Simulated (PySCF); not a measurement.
## Spin-rotation constants: `InChI=1S/C4H6F3Ge/c5-4(6,7)8-3-1-2-3/h3,8H,1-2H2/q-1`, charge -1

Geometry (Å), atoms numbered from 1 in this order:
```xyz
14

F     2.6091    0.2159    1.3423
C     2.2591    0.1185    0.0152
F     1.9475    1.3956   -0.3356
F     3.4632   -0.1109   -0.6107
Ge    0.9118   -1.4457   -0.3071
C    -0.5874   -0.3970    0.5727
C    -1.2390    0.7888   -0.0618
C    -1.9866   -0.5012    0.0472
H     0.5794   -0.8037   -1.7681
H    -0.5294   -0.3477    1.6613
H    -1.5644    1.6229    0.5530
H    -0.8934    1.0885   -1.0412
H    -2.8250   -0.5548    0.7362
H    -2.1456   -1.0697   -0.8605
```

Total charge -1.

The calculation used GIAO B3LYP/aug-pcSseg-1 magnetisability, rotational g tensor and spin-rotation constants, non-relativistic, gas phase (PySCF 2.14.0). Geometry: GFN2-xTB.

The calculation is non-relativistic, which matters for the atoms heavier than Zn. For an ion the centre-of-mass motion in the field is neglected.

**Question.** Give the nuclear spin-rotation constants along the inertial axes (H = +C I·J) beside the isotropic shieldings.

**Answer.** Rotational constants 2.1712, 1.0091, 0.8163 GHz. A star marks the isotopologue with that one atom substituted, in its own axes.
| atom | isotope | Caa (kHz) | Cbb (kHz) | Ccc (kHz) | mean (kHz) | σ (ppm) |
| --- | --- | --- | --- | --- | --- | --- |
| F1 | 19F | 3.530 | 1.444 | 1.000 | 1.991 | 225.4 |
| F3 | 19F | 4.255 | 1.081 | 1.080 | 2.139 | 221.1 |
| F4 | 19F | 2.286 | 1.892 | 1.180 | 1.786 | 220.0 |
| H9 | 1H | -0.143 | -0.065 | 0.031 | -0.059 | 28.4 |
| H10 | 1H | -0.204 | -0.098 | 0.010 | -0.097 | 32.3 |
| H11 | 1H | -0.202 | 0.017 | -0.069 | -0.084 | 31.0 |
| H12 | 1H | -0.174 | -0.097 | 0.008 | -0.088 | 31.6 |
| H13 | 1H | -0.039 | -0.095 | -0.050 | -0.061 | 31.7 |
| H14 | 1H | -0.187 | -0.044 | -0.041 | -0.090 | 32.1 |
| C2 | 13C* | 0.744 | 0.379 | 0.331 | 0.485 | 16.0 |
| Ge5 | 73Ge* | -0.601 | -0.275 | -0.241 | -0.372 | 1440.1 |
| C6 | 13C* | 0.366 | 0.126 | 0.096 | 0.196 | 175.2 |
| C7 | 13C* | 0.323 | 0.181 | 0.091 | 0.198 | 167.9 |

For the geometry as given, no vibrational averaging.

**Question.** How do the rotational constants and the g tensor change when H9, H10, H11, H12, H13, H14 are replaced by deuterium?

**Answer.** Constants 2.0153, 0.9286, 0.7607 GHz; g -0.0302, -0.0159, -0.0131, against -0.0328, -0.0172, -0.0140 before.
